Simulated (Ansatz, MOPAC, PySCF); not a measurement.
Ligands exchanged one at a time, Sn OH-H. Isolated molecules, 0 K electronic values unless said otherwise. One relaxed conformer stands for each flexible species; it need not be the lowest. Strings in code marks are SMILES.

Quantity: redistribution energy (mixed species minus the weighted end members), in kcal/mol. Semi-empirical values (MOPAC) are differences of heats of formation.

Level 1: B3LYP/6-311+G** (LANL2DZ on Sn) // PBE-D3(BJ)/def2-TZVP (PySCF)
Level 2: PBE/6-31G* (LANL2DZ on Sn) // PBE-D3(BJ)/def2-TZVP (PySCF)
Level 3: HF/def2-TZVPP // PBE-D3(BJ)/def2-TZVP (Ansatz, an electronic-structure program)
Level 4: AM1 // PBE-D3(BJ)/def2-TZVP (MOPAC)

```
species                                                                                   level 1  level 2  level 3  level 4
----------------------------------------------------------------------------------------  -------  -------  -------  -------
1 of 4 OH replaced by H: `[OH][SnH]([OH])[OH]`                                              -0.19     1.80    -0.55    -1.59
3 of 4 OH replaced by H: `[OH][SnH3]`                                                        2.87     5.74     2.35     2.92
2 of 4 OH replaced by H: `[OH][SnH2][OH]` (H–O–Sn–O torsion 55°, O–Sn–O–H torsion -102°)     2.18     5.58     1.95     1.37
```
